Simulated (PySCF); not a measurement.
SMILES CO[SiH2][SiH2]C(C)=O, GFN2-xTB optimised geometry.

```
17

C      2.69    -2.45     0.00
O      1.84    -1.34     0.00
Si     0.21    -1.34     0.00
Si    -0.11     0.93     0.00
C     -2.02     1.11    -0.01
C     -2.63     2.48    -0.08
O     -2.70     0.10     0.05
H      2.51    -3.08     0.87
H      2.53    -3.05    -0.90
H      3.72    -2.09     0.02
H     -0.29    -2.09     1.17
H     -0.29    -2.08    -1.17
H      0.34     1.72     1.16
H      0.36     1.73    -1.15
H     -2.25     3.08     0.74
H     -3.72     2.44    -0.05
H     -2.30     2.96    -1.01
```

Density from PBE/def2-SVP (PySCF 2.14.0) at that geometry.

Minimum of the electron density along straight lines between bonded atoms, close to the bond critical point (lines longer than 1.1 times the sum of covalent radii, or with two minima, are not listed):

| bond | length / Å | ρ at the minimum / e bohr⁻³ | ∇²ρ there / e bohr⁻⁵ | position (fraction from the first atom) |
|---|---|---|---|---|
| C1–O2 | 1.392 | 0.261 | -0.34 | 0.34 |
| O2–Si3 | 1.630 | 0.128 | 1.04 | 0.59 |
| Si4–C5 | 1.923 | 0.109 | 0.29 | 0.38 |
| C5–C6 | 1.502 | 0.256 | -0.58 | 0.50 |
| C5–O7 | 1.214 | 0.401 | 0.41 | 0.33 |
| C1–H8 | 1.092 | 0.279 | -1.04 | 0.64 |
| C1–H9 | 1.092 | 0.279 | -1.04 | 0.64 |
| C1–H10 | 1.090 | 0.281 | -1.06 | 0.64 |
| Si3–H11 | 1.472 | 0.116 | 0.30 | 0.49 |
| Si3–H12 | 1.473 | 0.116 | 0.30 | 0.49 |
| Si4–H13 | 1.475 | 0.113 | 0.31 | 0.49 |
| Si4–H14 | 1.475 | 0.113 | 0.31 | 0.49 |
| C6–H15 | 1.087 | 0.272 | -0.98 | 0.63 |
| C6–H16 | 1.088 | 0.274 | -1.01 | 0.64 |
| C6–H17 | 1.087 | 0.271 | -0.97 | 0.63 |
